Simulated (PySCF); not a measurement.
A series of derivatives of N[SiH2]N

Parent skeleton `[NH2:1][SiH2:2][NH2:3]`; one hydrogen on atom 1 is replaced by X. Hydrogens on one atom are averaged.

Theory: σ from GIAO-PBE0/pcSseg-1, geometry from GFN2-xTB, in PySCF 2.14 (no solvent, non-relativistic Hamiltonian, one computed conformer, one averaged value for each set of equivalent atoms).

Shifts are taken against calculated references (same method and geometry level): ¹⁵N against NH3; ²⁹Si, ¹H vs TMS.

Parent (X = H): N1 23.9, Si2 -38.5, N3 23.9, H(Si2) 4.85 ppm. Effects are Δδ = δ(X) − δ(H), positive for deshielding.

Known members:
| X | N1 | Si2 | N3 | H(Si2) |
| --- | --- | --- | --- | --- |
| tBu | +39.7 | -2.1 | -16.6 | +0.48 |
| CH2CF3 | +0.5 | +9.0 | -10.1 | +0.23 |

Four more derivatives gave (Δδ, ppm):
```tsv
compound	N1	Si2	N3	H(Si2)
1	-5.7	+7.3	-13.9	+0.23
2	+12.5	+5.0	-13.6	+0.31
3	+23.5	-3.5	-18.0	+0.58
4	+54.7	-0.5	-17.9	+0.67
```

Problem. Their substituents are CH3, Ph, allyl, iPr. Which is which?

Solution. 1: X = CH3 (CN[SiH2]N); 2: X = allyl (C=CCN[SiH2]N); 3: X = iPr (CC(C)N[SiH2]N); 4: X = Ph (N[SiH2]Nc1ccccc1).

Experimental scales use liquid or dissolved standards, which lie at an offset from isolated NH3 (liquid NH3: subtract about 20 ppm).
